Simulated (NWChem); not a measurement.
Species: WH2S3O; SMILES [O]=[W]([SH])(=[S])[SH]

```xyz
7

W     -0.0288     0.1791     0.0000
O      0.0362     1.8928     0.0000
S     -2.0608    -0.5429     0.0000
S      1.0605    -0.5082     1.9658
H      0.4388    -1.7232     2.0192
S      1.0605    -0.5082    -1.9658
H      0.4388    -1.7232    -2.0192
```
Atoms are numbered in this order, from 1.

Computed with NWChem. Geometry: optimised at PBE-D3(BJ)/def2-SVP. No frequency run checked for a minimum. def2 effective core potentials on W; no spin-orbit coupling. Level r2SCAN/def2-SVP: energy and gradient on several grids; changes count from the extra-fine grid, which is no exact limit either.

```json
[
 {"grid": "xcoarse", "size of the energy change (μHa)": "3000", "largest change of a gradient component (μHa/bohr)": "3000"},
 {"grid": "coarse", "size of the energy change (μHa)": "300", "largest change of a gradient component (μHa/bohr)": "300"},
 {"grid": "medium", "size of the energy change (μHa)": "60", "largest change of a gradient component (μHa/bohr)": "100"},
 {"grid": "fine", "size of the energy change (μHa)": "< 10", "largest change of a gradient component (μHa/bohr)": "< 30"},
 {"grid": "xfine", "size of the energy change (μHa)": "< 10", "largest change of a gradient component (μHa/bohr)": "< 30"}
]
```
